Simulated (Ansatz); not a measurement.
## Ansatz (development build ahead of 0.2.0) run

```yaml
crystal:
  periodic: [false, false, false]
  atoms:
    - { symbol: C, position_ang: [1.56156, 0.0, 0.78] }
    - { symbol: C, position_ang: [0.78078, 1.351, 0.78] }
    - { symbol: C, position_ang: [-0.78078, 1.351, 0.78] }
    - { symbol: C, position_ang: [-1.56156, 0.0, 0.78] }
    - { symbol: C, position_ang: [-0.78078, -1.351, 0.78] }
    - { symbol: C, position_ang: [0.78078, -1.351, 0.78] }
    - { symbol: C, position_ang: [1.56156, 0.0, -0.78] }
    - { symbol: C, position_ang: [0.78078, 1.351, -0.78] }
    - { symbol: C, position_ang: [-0.78078, 1.351, -0.78] }
    - { symbol: C, position_ang: [-1.56156, 0.0, -0.78] }
    - { symbol: C, position_ang: [-0.78078, -1.351, -0.78] }
    - { symbol: C, position_ang: [0.78078, -1.351, -0.78] }
    - { symbol: H, position_ang: [2.45245, 0.0, 1.4] }
    - { symbol: H, position_ang: [1.22622, 2.12176, 1.4] }
    - { symbol: H, position_ang: [-1.22622, 2.12176, 1.4] }
    - { symbol: H, position_ang: [-2.45245, 0.0, 1.4] }
    - { symbol: H, position_ang: [-1.22622, -2.12176, 1.4] }
    - { symbol: H, position_ang: [1.22622, -2.12176, 1.4] }
    - { symbol: H, position_ang: [2.45245, 0.0, -1.4] }
    - { symbol: H, position_ang: [1.22622, 2.12176, -1.4] }
    - { symbol: H, position_ang: [-1.22622, 2.12176, -1.4] }
    - { symbol: H, position_ang: [-2.45245, 0.0, -1.4] }
    - { symbol: H, position_ang: [-1.22622, -2.12176, -1.4] }
    - { symbol: H, position_ang: [1.22622, -2.12176, -1.4] }
basis:
  gaussian: { orbitals: "6-31G" }
hamiltonian:
  xc: hf
```

The input is written out in the form of the current development build from the run's settings.

The run gave:

| Quantity | Value |
| --- | --- |
| Converged | yes |
| Total energy | -460.98788 hartree |
| Spin squared of the determinant | 0.000 |
